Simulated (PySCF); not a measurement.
Below is a simulated gas-phase C 1s photoelectron spectrum of `CC[Se]C`.

Every computed line was given a Gaussian of 0.4 eV full width at half maximum and an area set by the number of equivalent atoms; the highest printed point is 100. Computed with PySCF, delta-SCF UKS SCAN, pcX-2 on the ionised atom, pcseg-1 elsewhere, spin-free X2C.

binding energy (eV), intensity and a bar:
```
    290.2          0 
    290.3          2 #
    290.4          8 ##
    290.5         22 #######
    290.6         48 ##############
    290.7         78 #######################
    290.8        100 ##############################
    290.9         99 ##############################
    291.0         74 ######################
    291.1         41 ############
    291.2         17 #####
    291.3          5 #
    291.4          1 
    291.5          0
```

Task: How many maxima does the curve show, and how many computed lines lie under it?

Result: The curve has 1 maximum (at 290.8 eV). Under it lie 3 lines from 3 inequivalent carbon sites. At this width some lines have no maximum of their own.

Task: Decompose the envelope and assign each component. Numbering: `[CH3:1][CH2:2][Se:3][CH3:4]`.

Result: 
```tsv
position (eV)	relative area	line	atoms	environment
290.72	1	C 1s	C1	methyl carbon
290.88	1	C 1s	C4	sp3 carbon bound to selenium
290.91	1	C 1s	C2	sp3 carbon bound to selenium
```

Task: What are the centre and the root-mean-square width of the whole band?

Result: The area-weighted mean of the lines is 290.84 eV. Their own spread about it is 0.09 eV (rms) and each Gaussian has σ = 0.4/2.355 = 0.17 eV; the variances add, which gives 0.19 eV.

The 3 C 1s values lie within 0.19 eV of each other; Gaussian lines of 0.5 eV full width would blend them into one maximum.

The curve has no shake-up lines and no vibrational structure. Isolated species at its PBE0-D3(BJ)/def2-SVP geometry (one conformer only).

Conformer computed: `[CH3:1][CH2:2][Se:3][CH3:4]`: C1–C2–Se3–C4 -69°.
